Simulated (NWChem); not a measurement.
# Atomisation of C₂H₇NOSi

SMILES: C/N=C/O[SiH3]
```xyz
12

C     -1.3456     2.2262     0.0000
N     -0.7127     0.9299     0.0000
C      0.5475     0.8433     0.0000
O      1.1771    -0.3410     0.0000
Si     0.2557    -1.7853     0.0000
H     -1.9982     2.3260    -0.8839
H     -1.9982     2.3260     0.8839
H     -0.6328     3.0757     0.0000
H      1.2519     1.6964     0.0000
H     -0.5729    -1.8945     1.2284
H      1.3035    -2.8393     0.0000
H     -0.5729    -1.8945    -1.2284
```
Charge 0, spin multiplicity 1.

The numbers come from NWChem runs, not from measurements. The geometry was optimised at B3LYP/def2-SVP, a minimum by its harmonic frequencies. It is one conformer; others weren't searched.

Basis set: def2-SVP. The atomisation energy is electronic alone: no zero-point, thermal, spin-orbit or counterpoise terms. No value is extrapolated to the basis-set limit. Free atoms are single determinants with multiplicities C 3, N 4, O 3, Si 3, H 2.

B3LYP has NWChem's definition, with VWN1-RPA local correlation. The structure started from a generated list of species. No SCF solution was tested for a lower state. Open-shell Hartree-Fock references start from PBE0 orbitals.

Task: Order these methods by the atomisation energy they give, lowest first: HF, PBE0, BP86, BLYP.

Result: HF (770.3 kcal/mol), BLYP (1073.1 kcal/mol), PBE0 (1074.7 kcal/mol), BP86 (1109.6 kcal/mol)
